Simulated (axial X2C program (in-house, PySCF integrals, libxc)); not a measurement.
How the levels of FCoF (d6 s1 p(π)0 orbitals) move with the bond length

Calculated with an axial X2C code built on PySCF integrals: two-component X2C with atomic mean-field Coulomb and Gaunt terms, basis F dyall-av3z, Co dyall-v3z (cores contracted in-house). Orbitals come from Hartree–Fock averaged over the configuration Co d6 s1 p(π)0; CI then distributes these electrons over the d, s, p(π) shells of Co.

At F–Co–F held linear, both bonds 1.784 Å:

| Ω | energy (cm⁻¹) | g∥ | configuration |
| --- | --- | --- | --- |
| 7/2 | 0 | 10.00 | 55% d7 + 45% d6 s1 |
| 5/2 | 277 | 6.01 | 55% d7 + 45% d6 s1 |
| 3/2 | 579 | 2.01 | 55% d7 + 45% d6 s1 |
| 1/2 | 902 | 2.00 | 55% d7 + 45% d6 s1 |
| 5/2 | 6738 | 8.00 | 62% d7 + 37% d6 s1 |
| 3/2 | 6841 | 4.01 | 63% d7 + 37% d6 s1 |
| 1/2 | 6947 | 0.45 | 63% d7 + 37% d6 s1 |
| 1/2 | 7139 | 3.55 | 63% d7 + 37% d6 s1 |
| 9/2 | 8236 | 12.00 | 78% d7 + 22% d6 s1 |
| 7/2 | 8702 | 8.00 | 78% d7 + 22% d6 s1 |
| 5/2 | 9147 | 4.00 | 79% d7 + 21% d6 s1 |
| 3/2 | 9572 | 0.00 | 79% d7 + 21% d6 s1 |
| 3/2 | 10799 | 5.98 | 77% d7 + 23% d6 s1 |
| 1/2 | 10853 | 2.00 | 77% d7 + 23% d6 s1 |

g∥ is the magnitude of 2⟨Lz + ge Sz⟩ for the +Ω component. The lowest 14 levels at most are listed.

At F–Co–F held linear, both bonds 1.927 Å:

```csv
Ω,energy (cm⁻¹),g∥,configuration
7/2,0,10.00,62% d7 + 37% d6 s1
5/2,263,6.01,62% d7 + 37% d6 s1
3/2,557,2.01,63% d7 + 37% d6 s1
1/2,879,1.99,63% d7 + 37% d6 s1
5/2,5482,7.99,71% d7 + 29% d6 s1
3/2,5571,4.02,71% d7 + 29% d6 s1
1/2,5653,0.68,71% d7 + 28% d6 s1
1/2,5858,3.32,71% d7 + 29% d6 s1
9/2,6520,12.00,85% d7 + 15% d6 s1
7/2,6978,8.01,85% d7 + 14% d6 s1
5/2,7410,4.00,86% d7 + 14% d6 s1
3/2,7820,0.00,86% d7 + 14% d6 s1
3/2,8787,5.97,84% d7 + 16% d6 s1
1/2,8863,1.99,83% d7 + 17% d6 s1
```

The lowest level lies 6836 cm⁻¹ above the lowest at the first distance.

(1) How does the gap from the lowest to the fifth level change between the two distances?

Dynamic correlation is missing, so gaps between terms are too wide and other configurations may lie lower; the lowest level listed is that of this model, not necessarily the ground state. The lowest levels belong to d7, not to the averaged configuration, so orbitals and distance suit them less well. For d shells the ligand-field splittings (σ, π, δ) and their order can be off by a thousand cm⁻¹ or more. At most 4 roots were kept for each Ω > 0 (twice that for Ω = 0) within 3.2 eV of the lowest, so higher up levels can be missing between those listed; levels with Ω > 0 are doubly degenerate and listed once, Ω = 0 levels singly. States that fill the shells left empty in the average are placed too high. The molecule was held linear; bending was not examined.

Results:

(1) From 6738 to 5482 cm⁻¹, a factor of 0.81.
